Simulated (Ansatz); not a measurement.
Relaxation of ClFH₃NSn (7 atoms, charge 0, multiplicity 1), to a largest force component of 0.015 eV/Å in at most 40 steps.

Computed with Ansatz 0.2.0, RKS BLYP-D4/def2-SVP.

```xyz
7
Properties=species:S:1:pos:R:3:forces:R:3
N -0.439 1.261 0.052 -2.35 1.22 -1.13
Sn 0.520 -0.491 -0.032 1.69 0.07 1.10
F 1.409 -0.645 -1.750 0.11 -0.03 -0.41
Cl -0.936 -2.248 0.200 -0.91 -1.24 0.00
H -1.006 1.313 0.928 0.36 -0.03 -0.25
H -1.206 1.290 -0.719 1.34 0.05 1.17
H 1.719 -0.547 1.276 -0.25 -0.04 -0.48
```

Problem. Where does it end, and by what steps?

Solution. The run converged. The force dipped under the threshold on the way, but the program's further checks kept it going. After 32 steps the energy has fallen by 0.244 eV; H6 moved furthest, 0.88 Å.

```
step  energy less start (eV)  largest force component (eV/Å)  accepted
   0                  0.0000                           2.348       yes
   2                 -0.2291                           0.263       yes
   4                 -0.2327                           0.036       yes
   6                 -0.2340                           0.055       yes
   8                 -0.2286                           0.653        no
  10                 -0.2346                           0.345        no
  12                 -0.2366                           0.068       yes
  14                 -0.2376                           0.141       yes
  16                 -0.2365                           0.387        no
  18                 -0.2402                           0.171       yes
  20                 -0.2420                           0.016       yes
  22                 -0.2424                           0.023       yes
  24                 -0.2426                           0.034       yes
  26                 -0.2430                           0.075       yes
  28                 -0.2434                           0.015       yes
  30                 -0.2435                           0.051       yes
  32                 -0.2436                           0.006       yes
```

```xyz
7
Properties=species:S:1:pos:R:3
N -0.576 1.231 0.295
Sn 0.536 -0.498 0.089
F 1.100 -0.602 -1.795
Cl -0.908 -2.342 0.538
H -1.571 0.966 0.365
H -0.491 1.782 -0.575
H 1.971 -0.606 1.037
```

Time of the run: 2.6 min on 1 thread of Arm Neoverse N1, on a shared host, peak memory 0.14 GiB.
